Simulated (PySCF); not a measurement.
**Bond curve of KTl**

Set-up: PySCF, scalar-relativistic core potentials, basis sets K def2-SVPD, Tl def2-SVPD with ECP60. Energies in eV from K + Tl in their ground configurations at the same level. State: ¹Σ⁺ (singlet), closed shell.

| R (Å) | BHandHLYP |
| --- | --- |
| 3.249 | -0.2584 |
| 3.400 | -0.3722 |
| 3.551 | -0.4341 |
| 3.665 | -0.4552 |
| 3.778 | -0.4596 |
| 3.891 | -0.4509 |
| 4.043 | -0.4235 |
| 4.231 | -0.3711 |
| 4.458 | -0.2911 |
| 4.760 | -0.1691 |

**Question.** Put a parabola through the three lowest points of the BHandHLYP curve and estimate Re, k and ωe (reduced mass 32.74 u; 1 eV/Å² = 0.16022 mdyn/Å; ωe = 1302.8·√(k/μ) cm⁻¹).

**Answer.** Through R = 3.665, 3.778, 3.891 Å the second-order coefficient is 0.513 eV/Å², so Re ≈ 3.759 Å, k ≈ 0.164 mdyn/Å and ωe ≈ 92 cm⁻¹. A polynomial fit of higher order to the unrounded BHandHLYP energies gives Re = 3.755 Å, k = 0.171 mdyn/Å, ωe = 94.2 cm⁻¹; anharmonicity and rounding make the difference.

The higher-order fit for each curve: BHandHLYP: Re = 3.755 Å, ωe = 94.2 cm⁻¹, De = 0.460 eV.

Closed-shell solutions of metal pairs were not tested for spin polarisation, which can lower them a little. Spin–orbit coupling is left out, which matters for elements this heavy, above all for dissociation energies.
